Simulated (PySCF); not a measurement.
Species: C₆H₉Cl.
Atom-mapped SMILES: `[CH3:1][C@@:2]12[CH2:3][C@@H:4]([Cl:5])[C@@H:6]1[CH2:7]2` (hydrogens: H8, H9, H10 on C1; H11, H12 on C3; H13 on C4; H14 on C6; H15, H16 on C7)

Structure used (GFN2-xTB), in Å, numbered top down from 1:
```xyz
16
C6H9Cl angstrom
C      1.5493   -0.1249    1.1473
C      0.4779    0.0123    0.1112
C     -0.2984   -1.1681   -0.4793
C     -1.5694   -0.2990   -0.4951
Cl    -2.8446   -0.9017    0.5843
C     -0.7779    0.8540    0.0988
C      0.3590    1.1697   -0.8315
H      2.4346   -0.5912    0.7164
H      1.8268    0.8519    1.5371
H      1.2024   -0.7420    1.9746
H     -0.3802   -2.0091    0.2050
H      0.0418   -1.5241   -1.4519
H     -2.0377   -0.1216   -1.4650
H     -1.1694    1.5531    0.8176
H      0.2430    0.9997   -1.8926
H      0.9351    2.0500   -0.5885
```

Level of theory: PySCF, TDDFT CAM-B3LYP/def2-SVPD, vertical, gas phase, core orbitals frozen in the response.

Transition dipole moments from the ground state, in atomic units and in the frame of the coordinates above (overall signs are arbitrary), for the states with f of 0.002 or more among the lowest 7:

```tsv
state	E (eV)	μx	μy	μz
S1	7.189	0.094	0.009	-0.132
S2	7.412	0.091	0.052	0.051
S3	7.561	0.287	-0.108	-0.279
S4	7.897	-0.046	0.164	0.288
S5	7.970	-0.091	-0.012	-0.269
S6	8.109	-0.124	0.391	0.014
S7	8.193	0.006	-0.086	0.436
```

Q: Work out the oscillator strengths.

A: f = (2/3) ΔE |μ|² with ΔE in hartree (27.2114 eV).

| state | \|μ\|² (au) | \|μ\| (D) | f |
| --- | --- | --- | --- |
| S1 | 0.026 | 0.41 | 0.005 |
| S2 | 0.014 | 0.30 | 0.002 |
| S3 | 0.172 | 1.05 | 0.032 |
| S4 | 0.112 | 0.85 | 0.022 |
| S5 | 0.081 | 0.72 | 0.016 |
| S6 | 0.168 | 1.04 | 0.033 |
| S7 | 0.198 | 1.13 | 0.040 |

Q: What angle do the transition dipoles of S3 and S7 make?

A: |cos θ| = |μa·μb| / (|μa| |μb|) = 0.60, so θ ≈ 53° (taken between 0 and 90°, since the signs are arbitrary).

Q: What peak molar absorption coefficient would the strongest computed level give as a lone Gaussian band 0.3 eV wide at half height?

A: ε(max) = 2.175×10⁸ f / FWHM, with the width in cm⁻¹. S7: 2.175×10⁸ × 0.0397 / 2420 ≈ 3600 L mol⁻¹ cm⁻¹.

Hardware: x86-64 server, one thread, no GPU (shared host). Cost: 25 s wall.

Without π bonds the low states may be Rydberg-like; a valence basis with one diffuse set may place them up to an eV too high.
